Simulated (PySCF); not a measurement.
A GIAO shielding run with PySCF (density fitting, non-relativistic, gas phase) on `CO/C(=C/[SiH3])CC(N)=O`, C5H11NO2Si:

```
$ OMP_NUM_THREADS=1 python probes_run.py task.json out

{"job": {"kind": "nmr", "xc": "PBE0", "basis": "pcSseg-1"}, "charge": 0, "multiplicity": 1}
C     -1.352217    -2.295128     0.023979
O     -0.221807    -1.593100    -0.430639
C     -0.253121    -0.216025    -0.417982
C     -1.257269     0.545615     0.008248
Si    -1.229331     2.420372     0.055015
C      1.057378     0.319361    -0.920402
C      2.048448     0.408079     0.239099
N      2.345637    -0.797367     0.771065
O      2.523749     1.445786     0.634984
H     -1.119002    -3.351477    -0.101974
H     -2.238817    -2.046031    -0.566678
H     -1.552567    -2.088181     1.080279
H     -2.151013     0.063505     0.377313
H     -0.144304     2.918214     0.893918
H     -1.108767     2.951160    -1.308988
H     -2.520220     2.838036     0.611715
H      0.931513     1.311891    -1.345171
H      1.459290    -0.362428    -1.671841
H      2.936710    -0.843835     1.584196
H      1.840561    -1.617767     0.480829
```

Hardware: 1 thread of an Intel Xeon, shared host. The job also computes population analyses, field gradients.

(1) How large is the calculation?

(2) How long does it take, and how much memory does it need?

## Answers

(1) 78 electrons, 215 basis functions and 1132 auxiliary functions.

(2) 74 s of wall time, with 15 SCF cycles and 5 response iterations; peak memory 0.96 GiB. Times on a shared host scatter by some tens of per cent.
